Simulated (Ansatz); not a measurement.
A run on CH8GeSn (`[CH3][SnH2][GeH3]`) with other settings.

```yaml
crystal:
  periodic: [false, false, false]
  atoms:
    - {symbol: C, position_ang: [-1.356841, 1.340662, -0.388198]}
    - {symbol: Sn, position_ang: [-0.284713, -0.473703, -0.783752]}
    - {symbol: Ge, position_ang: [1.530798, -0.873299, 1.031793]}
    - {symbol: H, position_ang: [-2.112550, 1.498943, -1.157694]}
    - {symbol: H, position_ang: [-1.845907, 1.277862, 0.583771]}
    - {symbol: H, position_ang: [-0.668131, 2.185363, -0.386233]}
    - {symbol: H, position_ang: [-1.382637, -1.787532, -0.806883]}
    - {symbol: H, position_ang: [0.450046, -0.373123, -2.327186]}
    - {symbol: H, position_ang: [0.887774, -0.972479, 2.426768]}
    - {symbol: H, position_ang: [2.311977, -2.172461, 0.771635]}
    - {symbol: H, position_ang: [2.535384, 0.292668, 1.056577]}
basis:
  gaussian: {orbitals: ANO-RCC-VTZP}
magnetization: {spin_polarized: true, initial_magnetization: 0}
hamiltonian: {xc: {name: r2SCAN0}}
scf: {lower_state_search: light}
```

```sh
$ ansatz run in.yaml --threads 4 --pin off --events-out ev --progress --plain --max-ram 10444MiB
```

Shortened log:

```
Functional definition: r2SCAN0
2027 factors; their error is unknown
mean field evaluation 1: about -226343.2048 eV, gradient 3.4e1 eV
mean field evaluation 2: about -226340.6722 eV, gradient 3.8e1 eV
mean field evaluation 4: about -226348.3720 eV, gradient 1.7e0 eV
mean field evaluation 8: about -226348.3859 eV, gradient 1.4e-1 eV
mean field evaluation 16: about -226348.7620 eV, gradient 1.4e-4 eV
mean field -226348.76197412 eV, -8318.1635778475 hartree, gradient 3.7e-5 eV, S^2 0.000000; 0 other end points of the search recorded, 0 dependent functions left out
reference -226348.76200345 eV, -8318.1635789253 hartree; 48, 48 occupied and 205, 205 virtual orbitals, 2027 factors
Total energy: -226348.76200345 eV, -8318.1635789253 hartree
Relativity: scalar
```

Hardware: 4 threads of an AMD EPYC 9R45 on a shared host. Wall time 9 s, peak host memory 1.7 GiB.
